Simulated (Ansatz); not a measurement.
Ansatz (a quantum-chemistry and plane-wave program) input (CCSD(T)/aug-cc-pVDZ):

Ansatz 0.2 input:
```yaml
crystal:
  periodic: [false, false, false]
  atoms:
    - {symbol: B, position_ang: [0.14768705, -0.00693148, -0.08286691]}
    - {symbol: C, position_ang: [-0.62420077, 1.39017661, 0.05759189]}
    - {symbol: C, position_ang: [-0.47184012, -1.33873549, 0.55739450]}
    - {symbol: O, position_ang: [1.27757159, -0.05996101, -0.71684290]}
    - {symbol: H, position_ang: [-1.61362893, 1.28685543, -0.39379007]}
    - {symbol: H, position_ang: [-0.09620970, 2.21563512, -0.41426669]}
    - {symbol: H, position_ang: [-0.76176772, 1.60642023, 1.11947715]}
    - {symbol: H, position_ang: [-0.59295205, -1.18329269, 1.63189831]}
    - {symbol: H, position_ang: [0.14517859, -2.21793341, 0.38679035]}
    - {symbol: H, position_ang: [-1.46338282, -1.50198595, 0.12905044]}
basis:
  gaussian:
    orbitals: aug-cc-pVDZ
magnetization: {spin_polarized: true, initial_magnetization: 1}
correlation: {method: ccsd_t, electrons: outside_noble_gas}
output: {forces: true}
```

End of the output:

```
mean field: 0.58 GiB planned
mean field evaluation 1: about -4859.9776 eV, gradient 3.0e1 eV
mean field evaluation 2: about -4859.9780 eV, gradient 3.0e1 eV
mean field evaluation 4: about -4865.2096 eV, gradient 4.9e0 eV
mean field evaluation 8: about -4866.0591 eV, gradient 3.8e-1 eV
mean field evaluation 16: about -4863.4255 eV, gradient 2.2e1 eV
mean field evaluation 32: about -4864.4635 eV, gradient 4.4e0 eV
mean field evaluation 64: about -4864.5525 eV, gradient 1.4e-1 eV
mean field -4866.06155287 eV, -178.8244637328 hartree, gradient 2.6e-6 eV, S^2 0.764134; 6 other end points of the search recorded, 0 dependent functions left out
determinant -4866.06155287 eV, -178.8244637328 hartree, with singles and doubles -4882.25493826 eV, -179.4195596699 hartree
determinant -4864.55234901 eV, -178.7690015141 hartree, with singles and doubles -4880.33736850 eV, -179.3490902810 hartree
determinant -4862.65687607 eV, -178.6993441682 hartree, with singles and doubles -4878.88415997 eV, -179.2956858524 hartree
4 core orbitals not correlated
reference -4866.06155287 eV, -178.8244637328 hartree; 12, 11 occupied and 130, 131 virtual orbitals, 1427 factors
densities: 5.08 GiB planned
second order -14.63388871 eV of doubles, -0.00000000 eV of singles
coupled cluster: 2.79 GiB planned
cycle   1  -16.14609564 eV  change   -6.0e-1 eV  update   3.1e-2
cycle   2  -16.18112878 eV  change   -3.5e-2 eV  update   8.6e-3
cycle   3  -16.18703260 eV  change   -5.9e-3 eV  update   4.6e-3
cycle   4  -16.19033016 eV  change   -3.3e-3 eV  update   2.2e-3
cycle   5  -16.19279660 eV  change   -2.5e-3 eV  update   1.3e-3
cycle   6  -16.19484685 eV  change   -2.1e-3 eV  update   7.0e-4
cycle   7  -16.19562723 eV  change   -7.8e-4 eV  update   2.8e-4
cycle   8  -16.19585698 eV  change   -2.3e-4 eV  update   1.1e-4
cycle   9  -16.19590099 eV  change   -4.4e-5 eV  update   3.9e-5
cycle  10  -16.19589836 eV  change    2.6e-6 eV  update   1.5e-5
cycle  11  -16.19590315 eV  change   -4.8e-6 eV  update   6.0e-6
cycle  12  -16.19590324 eV  change   -8.3e-8 eV  update   2.2e-6
cycle  13  -16.19590340 eV  change   -1.6e-7 eV  update   9.5e-7
cycle  14  -16.19590332 eV  change    7.7e-8 eV  update   4.4e-7
perturbative correction -0.52726280 eV, -0.0193765506 hartree
the calculation of the forces begins
Total energy: -4882.78471899 eV, -179.4390287525 hartree
Atom 0 at     0.147687    -0.006931    -0.082867 Å, force    -0.920061     0.043182     0.516244 eV/Å
Atom 1 at    -0.624201     1.390177     0.057592 Å, force     0.151911    -0.179023    -0.047918 eV/Å
Atom 2 at    -0.471840    -1.338735     0.557395 Å, force     0.132364     0.165681    -0.111588 eV/Å
Atom 3 at     1.277572    -0.059961    -0.716843 Å, force     1.119234    -0.052530    -0.628000 eV/Å
Atom 4 at    -1.613629     1.286855    -0.393790 Å, force    -0.436088    -0.038313    -0.195251 eV/Å
Atom 5 at    -0.096210     2.215635    -0.414267 Å, force     0.233471     0.406537    -0.217416 eV/Å
Atom 6 at    -0.761768     1.606420     1.119477 Å, force    -0.064825     0.100798     0.464180 eV/Å
Atom 7 at    -0.592952    -1.183293     1.631898 Å, force    -0.057043     0.061457     0.471946 eV/Å
Atom 8 at     0.145179    -2.217933     0.386790 Å, force     0.277347    -0.430511    -0.069203 eV/Å
Atom 9 at    -1.463383    -1.501986     0.129050 Å, force    -0.436311    -0.077278    -0.182994 eV/Å
Dipole moment:    -0.344254     0.016157     0.193160 e Å
```

It need not be the lowest isomer of its formula.
